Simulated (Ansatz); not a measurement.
Ideal-gas functions of CH$_{5}$InNO, SMILES `C[O][In][NH2]` radical at 600 K and 1 bar, from an Ansatz frequency run at PBE0-D4/def2-TZVP.

Molar mass 161.88 g/mol, point group C1 (symmetry number 1), electronic degeneracy 2, moments of inertia 41.247, 224.569, 261.837 u Å². Harmonic wavenumbers (cm⁻¹, unscaled): 49, 90, 91, 198, 209, 457, 474, 589, 751, 1129, 1174, 1176, 1469, 1485, 1493, 1534, 2977, 3028, 3049, 3502, 3612.

Use S(trans) = R[1.5 ln M + 2.5 ln T − 1.1517]; rotational temperatures θ = 24.2544 K / I; S(rot) = R[ln(√π/σ · √(T³/θAθBθC)) + 1.5]; for each mode x = 1.438777 ν̃/T, S = R[x/(eˣ − 1) − ln(1 − e⁻ˣ)] and H = RT x/(eˣ − 1); 1 cm⁻¹ = 0.0119627 kJ/mol; R = 8.31446 J/(mol·K).

**Question.** By hand: the entropy, in J/(mol·K).

**Answer.** Translation 186.8. Rotation: θ = 0.588, 0.108, 0.0926 K, giving 118.4. Vibration, mode by mode: 26.12, 21.08, 20.99, 14.59, 14.14, 7.96, 7.68, 6.10, 4.46, 2.18, 2.00, 2.00, 1.14, 1.11, 1.09, 1.01, 0.05, 0.05, 0.05, 0.02, 0.01, in all 133.8. Electronic 5.8. Sum 444.8 J/(mol·K).

**Question.** By hand: H − E and G − E in kJ/mol, counted from the electronic energy.

**Answer.** Zero-point energy ½ × 28536 × 0.0119627 = 170.7; thermal vibration 35.7; translation, rotation and pV give 4 RT = 20.0. H − E = 226.4 kJ/mol, and G − E = 226.4 − 600 × 444.8/1000 = -40.5 kJ/mol.

Vibration gives 30 % of the entropy, 68.2 J/(mol·K) of it from the modes under 150 cm⁻¹: soft modes count most, and the harmonic formula is weakest for them. The sum counts one conformer and one mirror image; others add a mixing term.
